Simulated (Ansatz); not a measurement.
`BB[O][AlH2]` + CH₃NH₂ → `C[NH][AlH2]` + `BBO` at 700 K and 1 bar (ligand exchange at the Al–O bond).

Computed with Ansatz on PBE0-D4/def2-TZVP structures; ΔE is electronic, products minus reactants. CCSD(T)/CBS adds triple-zeta CCSD(T) − MP2 to the extrapolated MP2 energy (def2 sets, frozen cores). Each species was taken in one conformer, which may not be the lowest.

```tsv
species	CCSD(T)/CBS energy (Eh)	H − E (kJ/mol)	S (J/(mol·K))
`BB[O][AlH2]`	-369.81813	204.5	445.4
CH₃NH₂	-95.75281	207.6	296.6
`C[NH][AlH2]`	-338.38977	238.2	382.7
`BBO`	-127.16606	173.8	343.9
```

H − E and S are ideal-gas, rigid-rotor, harmonic terms from PBE0-D4/def2-TZVP, for one conformer and one mirror image of each species. 1 Eh = 2625.50 kJ/mol, R = 8.31446 J/(mol·K).

Q: By hand: ΔE, ΔH, ΔS and ΔG.

A: ΔE = (-338.38977) + (-127.16606) − (-369.81813) − (-95.75281) = 0.01511 Eh = 39.7 kJ/mol. Δ(H − E) = 238.2 + 173.8 − 204.5 − 207.6 = -0.1, so ΔH = 39.6 kJ/mol. ΔS = 382.7 + 343.9 − 445.4 − 296.6 = -15.4 J/(mol·K). ΔG = 39.6 − 700 × (-15.4)/1000 = 50.4 kJ/mol.

Q: By hand: the equilibrium constant, and the temperature at which ΔG would vanish if ΔH and ΔS stayed fixed.

A: log₁₀ K = −ΔG/(RT ln 10) = -3.8. ΔH and −TΔS have one sign here, so there is no such temperature.

ΔH outweighs TΔS. A doubt of 5 kJ/mol in ΔE shifts log₁₀ K by 0.4 here. Other conformers and mirror images would add mixing entropy, several J/(mol·K) or more a flexible species. These are equilibria of isolated gas molecules and say nothing of rates. Largest T1 diagnostic: 0.014 (customary marks: 0.02 for closed shells, 0.045 for open ones).
